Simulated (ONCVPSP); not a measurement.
**Which change was made? (Rh, ONCV)**

ONCVPSP 4.0.1 input, shortened (lines: element, Z, core and valence counts, functional; n l f; lmax; l rc ep ncon nbas qcut; lloc lpopt rc5 dvloc0; l nproj debl; icmod fcfact rcfact), LDA (Perdew-Wang 92), scalar-relativistic:

```
  Rh 45.00    7    3  -001012      upf
    1    0    2.00
    2    0    2.00
    2    1    6.00
    3    0    2.00
    3    1    6.00
    3    2   10.00
    4    0    2.00
    4    1    6.00
    4    2    8.00
    5    0    1.00
    2
    0    2.55    0.00    4    8    2.20
    1    1.05    0.00    5    8    8.20
    2    1.60    0.00    4    9   11.90
    4    5    1.00    2.00
    0    2    1.80
    1    3    1.70
    2    2    2.80
    0    0.00    0.00
```

In the p channel the program set the typed energies aside and used -1.857, 0.250, 1.950 Ha.

Cutoffs, loose and tight: the cutoffs (Ha) at which the residual kinetic energy of the hardest occupied pseudo-wave falls to 1 and 0.1 mHa per electron. They do not see the model core or the augmentation charge, which bear on the density cutoff. Test errors are all-electron minus pseudo excitation energies from the reference, over the configurations 4p6 4d8 5s0; 4p6 4d7 5s0; 4p6 4d6 5s0; 4p6 4d7 5s1 5p1; variants that change the core or the reference have their own tests.

The base gives: outcome: generated, projector energies reset by the program; cutoff, loose: 64 Ha; cutoff, tight: 137 Ha; bound ghosts: s, p; GHOST(+) flags above zero: s, p; largest test error (meV): +16.

**Question.** After one change the result is: outcome: generated, projector energies reset by the program; cutoff, loose: 32 Ha; cutoff, tight: 85 Ha; bound ghosts: s; GHOST(+) flags above zero: s; largest test error (meV): +16. Which change was it?
A. p: rc 1.4
B. s: qcut 2.1
C. non-relativistic
D. d: qcut 16.7

**Answer.** A. The others give: s: qcut 2.1 → outcome: generated, projector energies reset by the program; cutoff, loose: 64 Ha; cutoff, tight: 137 Ha; bound ghosts: s, p; GHOST(+) flags above zero: s, p; largest test error (meV): +10 | d: qcut 16.7 → outcome: generated, projector energies reset by the program; cutoff, loose: 96 Ha; cutoff, tight: 137 Ha; bound ghosts: s, p, d; GHOST(+) flags above zero: s, p; largest test error (meV): -57 | non-relativistic → outcome: generated, projector energies reset by the program; cutoff, loose: 58 Ha; cutoff, tight: 125 Ha; bound ghosts: s, p; GHOST(+) flags above zero: s, p; largest test error (meV): +35.
